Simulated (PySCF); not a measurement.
Exercise with solution: dipole moment from atomic charges

C₃H₃F₃, SMILES F[C@H]1CC1(F)F. Atoms are numbered in the order given.

```xyz
9

F      1.6901    -0.0703    -0.8928
C      0.9574     0.2200     0.2105
C     -0.1002     1.3133     0.0835
C     -0.4848    -0.1177     0.1923
F     -0.9883    -0.7396    -0.8819
F     -1.0671    -0.5627     1.3202
H      1.5179     0.1268     1.1487
H     -0.2648     1.9779     0.9364
H     -0.1995     1.7556    -0.9126
```
Charge 0, spin multiplicity 1.

Geometry optimised at r2SCAN-D4/def2-SVP. The structure was generated by enumeration; whether it is a known compound was not checked.

Charges (e) from PySCF with PBE/def2-TZVP:

| atom | IAO | Mulliken |
|---|---|---|
| F1 | -0.277 | -0.169 |
| C2 | 0.113 | 0.015 |
| C3 | -0.364 | -0.270 |
| C4 | 0.532 | 0.342 |
| F5 | -0.259 | -0.145 |
| F6 | -0.270 | -0.152 |
| H7 | 0.161 | 0.108 |
| H8 | 0.179 | 0.131 |
| H9 | 0.186 | 0.140 |

The dipole moment of the full density is 2.07 D.

Task: What dipole moment does each set of point charges give, and which comes closer to that of the density?

Result: 
μ = Σ q r, and 1 e Å = 4.8032 D.
IAO: Σ q r = (0.123, 0.548, 0.398) e Å, |μ| = 3.31 D.
Mulliken: Σ q r = (-0.003, 0.332, 0.243) e Å, |μ| = 1.98 D.
Mulliken comes closer in size. Point charges leave out the atoms' own dipoles (lone pairs, polarised bonds); fits to the potential absorb them, partitions of the density don't.
